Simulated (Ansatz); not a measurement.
Relaxation of Cl$_{3}$FH$_{2}$Si (7 atoms, charge 0, multiplicity 1), to a largest force component of 0.03 eV/Å in at most 50 steps.

All numbers below come from RHF/6-31G* (Ansatz).

```xyz
7
Properties=species:S:1:pos:R:3:forces:R:3
Si -0.520 0.001 -0.466 -0.47 0.00 -0.50
H 0.109 -0.002 2.148 1.06 0.00 0.15
Cl 1.439 0.000 0.034 -0.01 0.01 0.02
Cl -0.917 1.670 -1.540 -0.01 0.00 -0.01
Cl -0.914 -1.670 -1.538 -0.02 -0.01 -0.02
F -1.526 0.001 0.748 0.04 0.00 -0.77
H -0.436 0.000 2.585 -0.60 0.00 1.14
```

**Question.** Where does it end, and by what steps?

**Answer.** It converged. The force dipped under the threshold on the way, but the program's further checks kept it going. After 24 steps the energy has fallen by 0.528 eV; H2 moved furthest, 1.63 Å.

```csv
step,energy less start (eV),largest force component (eV/Å),accepted
0,0.0000,1.136,yes
1,-0.2647,0.333,yes
2,-0.3961,0.798,yes
3,-0.4609,0.535,yes
4,-0.5022,0.162,yes
5,-0.5103,0.113,yes
6,-0.5164,0.443,yes
7,-0.5210,0.125,yes
8,-0.5230,0.155,yes
9,-0.5246,0.125,yes
10,-0.5246,0.299,no
11,-0.5255,0.020,yes
12,-0.5261,0.066,yes
13,-0.5264,0.118,yes
14,-0.5265,0.145,yes
15,-0.5270,0.044,yes
16,-0.5271,0.009,yes
17,-0.5189,0.677,no
18,-0.5268,0.212,no
19,-0.5272,0.065,yes
20,-0.5264,0.273,no
21,-0.5275,0.026,yes
22,-0.5277,0.063,yes
23,-0.5271,0.204,no
24,-0.5280,0.008,yes
```

```xyz
7
Properties=species:S:1:pos:R:3
Si -0.574 0.002 -0.978
H 0.272 -0.005 3.772
Cl 1.390 0.003 -0.509
Cl -1.059 1.661 -2.024
Cl -1.058 -1.662 -2.017
F -1.400 0.004 0.358
H -0.336 -0.003 3.369
```

Time of the run: 38 s on 2 threads of Arm Neoverse V1 (shared host), peak memory 0.2 GiB.
